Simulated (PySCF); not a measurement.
A structure optimised at TPSSh-D3(BJ)/def2-SVP, used in a PySCF frequency run:

```
Al
O 1 1.7031
H 2 0.9648 1 125.01
O 1 1.7073 2 119.46 3 -0.17
H 4 0.9649 1 124.56 2 -179.62
Si 1 2.4382 2 117.84 3 179.84
H 6 1.4897 1 114.95 2 62.11
H 6 1.4897 7 107.07 1 129.00
Cl 6 2.1079 7 107.23 8 114.79
```
Charge 0, spin multiplicity 1.

**Question.** Write its SMILES and formula.

**Answer.** [OH][Al]([OH])[SiH2]Cl, AlClH4O2Si

**Question.** What are its rotational constants (standard atomic weights)?

**Answer.** 4.2311, 1.1996, 0.94471 GHz
